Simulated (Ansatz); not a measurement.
lead atom (Pb), triplet (core potentials on Pb); CAM-B3LYP/def2-SVP (Ansatz, a quantum-chemistry and plane-wave program).

Ansatz was given this input:
Ansatz 0.2 input:
```yaml
crystal:
  periodic: [false, false, false]
  atoms:
    - {symbol: Pb, position_ang: [0.00000000, 0.00000000, 0.00000000]}
basis:
  gaussian:
    orbitals: def2-SVP
hamiltonian:
  xc: cam_b3lyp
magnetization: {spin_polarized: true, initial_magnetization: 2}
accuracy: high
```

**Question.** Write the output that Ansatz gives for this input, abridged.

**Answer.** 
```
Functional definition: CAM-B3LYP
218 factors; integrals over basis functions are off by at most 2.5e-9 eV
104 factors; integrals over basis functions are off by at most 2.2e-9 eV
mean field evaluation 1: about -5246.3196 eV, gradient 2.0e0 eV
mean field evaluation 2: about -5246.3579 eV, gradient 5.6e-1 eV
mean field evaluation 4: about -5246.3588 eV, gradient 5.5e-1 eV
mean field evaluation 8: about -5246.3610 eV, gradient 5.4e-4 eV
mean field evaluation 16: about -5246.3610 eV, gradient 4.7e-8 eV
mean field -5246.36101203 eV, -192.8002110810 hartree, gradient 5.5e-8 eV, S^2 2.002669; 0 other end points of the search recorded, 0 dependent functions left out
reference -5246.36102225 eV, -192.8002114564 hartree; 12, 10 occupied and 14, 16 virtual orbitals, 218 factors
Total energy: -5246.36102225 eV, -192.8002114564 hartree
```
